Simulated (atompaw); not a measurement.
# u(r) = r·R(r): atom against pseudo-atom (Au)

Columns: radius, all-electron u(r) and pseudo u(r) of the 6p shell (level -23.63 eV) of gold in the configuration [Xe] 4f14 5d8 6s0 6p0; PBE, scalar-relativistic, PAW (atompaw) scheme, atompaw 4.2.0.5.

```csv
r (bohr),all-electron,pseudo
0.096,-0.0897,0.0025
0.192,-0.0488,0.0098
0.288,0.1843,0.0220
0.385,0.1914,0.0390
0.481,0.0392,0.0602
0.577,-0.1395,0.0855
0.673,-0.2733,0.1146
0.769,-0.3409,0.1470
0.865,-0.3467,0.1823
0.962,-0.3033,0.2203
1.058,-0.2271,0.2599
1.154,-0.1309,0.3008
1.250,-0.0255,0.3424
1.346,0.0816,0.3842
1.442,0.1850,0.4255
1.538,0.2813,0.4659
1.635,0.3691,0.5052
1.731,0.4455,0.5419
1.827,0.5111,0.5759
1.923,0.5660,0.6068
2.019,0.6104,0.6340
2.115,0.6451,0.6572
2.212,0.6710,0.6761
2.308,0.6884,0.6900
2.404,0.6986,0.6988
2.500,0.7022,0.7022
```

Q: How many radial nodes do the two functions have?

A: The all-electron 6p function has n − l − 1 = 4 (the table is too coarse to show those close to the nucleus); the pseudo-wave has 0, since the states of the same l below it are removed with the core.

Q: Is the pseudo-wave norm-conserving?

A: No, it belongs to a PAW set: the norm inside the radius is not constrained, and the difference is carried by the augmentation charge.
